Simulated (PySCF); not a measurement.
Nb⁺ (niobium, charge +1) across methods

[Kr] 4d3 5p1, one real determinant (an excited configuration). All numbers are calculated (PySCF 2.14, scalar relativity through the core potential, in def2-QZVPPD with the def2 core potential (28 electrons)). The B2PLYP total includes its PT2 part (frozen core); its orbital energies are those of the SCF part.

| method | E (hartree) | mean ε 4p β (eV) | mean ε 4d α (eV) | mean ε 5p α (eV) | Σ⟨r²⟩ (bohr²) | ⟨S²⟩ |
| --- | --- | --- | --- | --- | --- | --- |
| UHF | -55.96478 | -51.846 | -18.709 | -9.196 | 47.57 | 6.005 |
| r2SCAN | -56.4391 | -44.954 | -13.782 | -7.732 | 46.07 | 6.002 |
| B3LYP | -56.4283 | -46.082 | -14.509 | -7.997 | 46.34 | 6.001 |
| MN15 | -56.2932 | -47.132 | -15.212 | -8.454 | 46.17 | 6.001 |
| LDA | -56.2435 | -44.259 | -13.408 | -7.745 | 46.25 | 6.000 |
| B2PLYP | -56.2510 | -48.498 | -16.185 | -8.430 | 46.79 | 6.002 |
| PBEsol | -56.3060 | -44.165 | -13.371 | -7.672 | 46.21 | 6.001 |
| PBE0 | -56.4040 | -46.446 | -14.886 | -8.149 | 46.35 | 6.001 |
| PBE | -56.4160 | -44.252 | -13.427 | -7.670 | 46.24 | 6.001 |

⟨L²⟩ = 14.07 against 20 for a pure G term, so this real determinant mixes terms. Energies and moments cover only the electrons outside the core potential.
